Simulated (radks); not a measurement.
Values are calculated unless marked as measured or tabulated.
The nuclear charge of the antimony ion Sb+ is varied continuously with 50 electrons held in [Kr] 4d10 5s2 5p2. Level of theory: scalar-relativistic Kohn-Sham, PBE, spin-polarised, spherical densities, point nucleus; open shells are filled with parallel spins first (spin-orbit coupling, left out, can overturn this in heavy ions) (a radial shooting solver on a logarithmic mesh with Libxc functionals). By the Hellmann-Feynman theorem dE/dZ = E(electron-nucleus)/Z, the electronic potential at the nucleus. The scalar-relativistic energy here is not variational (the density holds large components alone), so the two differ by a part that grows with Z.

| Z | E (hartree) | E(electron-nucleus)/Z (hartree) | HOMO | e(HOMO) (eV) | <r> HOMO (bohr) |
|---|---|---|---|---|---|
| 50.6 | -6358.59013 | -303.740 | 5p | -8.974 | 2.831 |
| 50.8 | -6419.71466 | -305.399 | 5p | -10.759 | 2.737 |
| 51 | -6481.17410 | -307.058 | 5p | -12.624 | 2.653 |
| 51.2 | -6542.96852 | -308.718 | 5p | -14.567 | 2.578 |
| 51.4 | -6605.09802 | -310.378 | 5p | -16.584 | 2.508 |
| 51.6 | -6667.56274 | -312.038 | 5p | -18.673 | 2.445 |
| 51.8 | -6730.36284 | -313.700 | 5p | -20.831 | 2.386 |
| 52 | -6793.49851 | -315.362 | 5p | -23.057 | 2.332 |

The central difference of E at Z = 51 is -308.135 hartree, to compare with the third column; the second derivative is -8.37 hartree.
